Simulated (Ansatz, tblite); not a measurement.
Removing and adding an electron: SnBr₂. Total charge 0; singlet. Geometry: PBE0-D4/def2-TZVP. Ansatz, gas phase; energy differences of separate SCF runs; the oxidised species was run as a doublet alone; the reduced species was run as a doublet alone.

```xyz
3

Sn    0.871    0.508   -0.411
Br    0.427   -1.945   -0.055
Br   -1.299    1.437    0.466
```

In the def2 sets Sn takes a core potential; there is no spin–orbit coupling. The xTB rows come from tblite.

```
               level  −HOMO (eV)  vertical IE (eV)  −LUMO (eV)  vertical EA (eV)  HOMO–LUMO gap (eV)  IE − EA (eV)                       remarks
            GFN1-xTB       11.05             14.81        7.64              4.04                3.41         10.77                             –
            GFN2-xTB       11.37             14.64        7.54              4.96                3.83          9.68                             –
    PBE-D4/def2-TZVP        6.69              9.44        3.84                 –                2.86             –                             –
   PBE-D4/def2-TZVPD        6.73                 –        3.88              1.42                2.86             –  HOMO above zero (-1 doublet)
 r2SCAN-D4/def2-TZVP        6.99              9.62        3.81                 –                3.18             –                             –
r2SCAN-D4/def2-TZVPD        7.01                 –        3.83              1.59                3.18             –  HOMO above zero (-1 doublet)
   PBE0-D4/def2-TZVP        7.72              9.65        3.22                 –                4.51             –                             –
  PBE0-D4/def2-TZVPD        7.75                 –        3.24              1.57                4.50             –  HOMO above zero (-1 doublet)
```

   A HOMO above zero means that the electron is unbound at that level or that self-interaction error raises the level; the energy of removing that electron tells which. Raw xTB energy differences between charge states are shifted by several eV; the methods need an empirical correction for them.
